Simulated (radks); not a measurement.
Ionisation of the oxygen ion O4+, [He] 2s2, to [He] 2s1 as the strength of local exchange is varied. Calculated with a radial shooting solver on a logarithmic mesh with Libxc functionals: scalar-relativistic Kohn-Sham, Slater X-alpha exchange (alpha = 2/3 is LDA exchange), no correlation, spin-unpolarised, spherical densities, finite nucleus; Fermi nuclear charge, rms radius 2.6991 fm.

alpha,E(O4+) (hartree),exchange (hartree),IE (eV),-e of the level emptied (eV),<r> of it (bohr)
0.629,-67.26706,-4.86514,111.20,99.594 (2s),0.9396
0.667,-67.56137,-5.17217,112.13,100.54 (2s),0.9360
0.786,-68.48788,-6.14333,115.04,103.55 (2s),0.9250
0.829,-68.82447,-6.49785,116.11,104.65 (2s),0.9211
0.962,-69.87161,-7.60651,119.43,108.08 (2s),0.9092
0.97,-69.93489,-7.67378,119.63,108.29 (2s),0.9085
1.028,-70.39464,-8.16346,121.10,109.80 (2s),0.9034

NIST Atomic Spectra Database: 113.90 eV (measured). The Delta-SCF value meets it near alpha = 0.74. Spin polarisation and multiplet splitting are left out, so open shells lie too high by an amount that depends on their filling.

Beside tabulated values, note that spin-unpolarised runs miss the spin-polarisation part of the exchange energy of open shells.
